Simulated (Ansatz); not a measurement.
A CCSD(T) single point on `FC(F)N[SiH3]`.

```yaml
crystal:
  periodic: [false, false, false]
  atoms:
    - {symbol: F, position_ang: [-0.214781, -2.166379, 0.229914]}
    - {symbol: C, position_ang: [-0.900981, -0.983190, 0.343204]}
    - {symbol: F, position_ang: [-0.738182, -0.592984, 1.632082]}
    - {symbol: N, position_ang: [-0.409726, 0.010680, -0.498134]}
    - {symbol: Si, position_ang: [0.971290, 1.015657, -0.153384]}
    - {symbol: H, position_ang: [-1.955363, -1.217859, 0.170192]}
    - {symbol: H, position_ang: [-0.732831, -0.065050, -1.448273]}
    - {symbol: H, position_ang: [2.158695, 0.230140, 0.265540]}
    - {symbol: H, position_ang: [0.659377, 2.011405, 0.899363]}
    - {symbol: H, position_ang: [1.245503, 1.706481, -1.437703]}
basis:
  gaussian: {orbitals: def2-TZVPP}
correlation: {method: ccsd_t}
```

```sh
$ ansatz run in.yaml --threads 4 --pin off --events-out ev --progress --plain --max-ram 10444MiB
```

Output of Ansatz, abridged:

```
Functional definition: HF
1430 factors; integrals over basis functions are off by at most 1.1e-3 eV
mean field evaluation 1: about -15865.9290 eV, gradient 4.2e1 eV
mean field evaluation 2: about -15866.1566 eV, gradient 4.2e1 eV
mean field evaluation 4: about -15869.7598 eV, gradient 3.6e0 eV
mean field evaluation 8: about -15869.8133 eV, gradient 2.7e-1 eV
mean field -15869.81356768 eV, -583.2048916661 hartree, gradient 2.4e-6 eV, S^2 0.000000; 0 other end points of the search recorded, 0 dependent functions left out
9 core orbitals not correlated: weight in the atoms' cores, before any rotation towards them, 1.000 or more for the frozen orbitals, at most 0.000 for the correlated occupied ones
reference -15869.81356768 eV, -583.2048916661 hartree; 16, 16 occupied and 211, 211 virtual orbitals, 1430 factors
second order -27.13334939 eV of doubles, -0.00000000 eV of singles
cycle   1  -27.28649455 eV  change   -1.5e-1 eV  update   1.1e-1
cycle   2  -27.90493802 eV  change   -6.2e-1 eV  update   3.0e-2
cycle   3  -28.04018761 eV  change   -1.4e-1 eV  update   1.5e-2
cycle   4  -28.02390062 eV  change    1.6e-2 eV  update   3.2e-3
cycle   5  -28.02216721 eV  change    1.7e-3 eV  update   1.4e-3
cycle   6  -28.02316837 eV  change   -1.0e-3 eV  update   4.0e-4
cycle   7  -28.02297223 eV  change    2.0e-4 eV  update   1.4e-4
cycle   8  -28.02286371 eV  change    1.1e-4 eV  update   4.3e-5
cycle   9  -28.02287108 eV  change   -7.4e-6 eV  update   1.7e-5
perturbative correction -0.93229810 eV, -0.0342613234 hartree
Total energy: -15898.76873686 eV, -584.2689745070 hartree
```

It took 2.3 min on 4 threads of an Arm Neoverse V1 on a shared host, with 4.6 GiB of host memory at the peak.

Correlation energy per correlated electron: -0.905 eV. T1 diagnostic: 0.0116.
